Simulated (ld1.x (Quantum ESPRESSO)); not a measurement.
## PBE TM semilocal dataset for carbon (C), scalar-relativistic all-electron reference.

* Element: carbon (C)
* Generator: ld1.x (Quantum ESPRESSO) 7.5
* Type: norm-conserving Troullier–Martins (semilocal form)
* Functional: PBE
* Relativity: scalar-relativistic
* Frozen core: [He]
* Valence charge: 4
* Reference configuration: 2s2 2p2
* Partial waves: 2p (bound): rc 1.44 bohr; 2s (bound): rc 0.86 bohr
* Local potential: the s channel
* Core correction: Bessel-smoothed model core, default radius (core density twice the valence density)

What the tests gave:

- Cutoffs needed: 70 Ry and 160 Ry (the cutoffs (Ry, on a coarse ladder) from which the occupation-weighted sum of valence levels, in a spherical-Bessel basis at the reference potential, stays within 10 and 1 mRy of its value at 400 Ry)
- Ghost test: no extra level below or beside the all-electron valence levels (p, s tested); the semilocal form is local in each channel, so this says nothing of the separable form that plane-wave codes build from it (spherical-Bessel basis up to 400 Ry, 20 bohr box)
- Largest excitation error: +181 meV (all-electron minus pseudo) for 2s1 2p0, out of 7 test configurations

Generation and tests took about 0.96 s on one core of a shared server CPU.
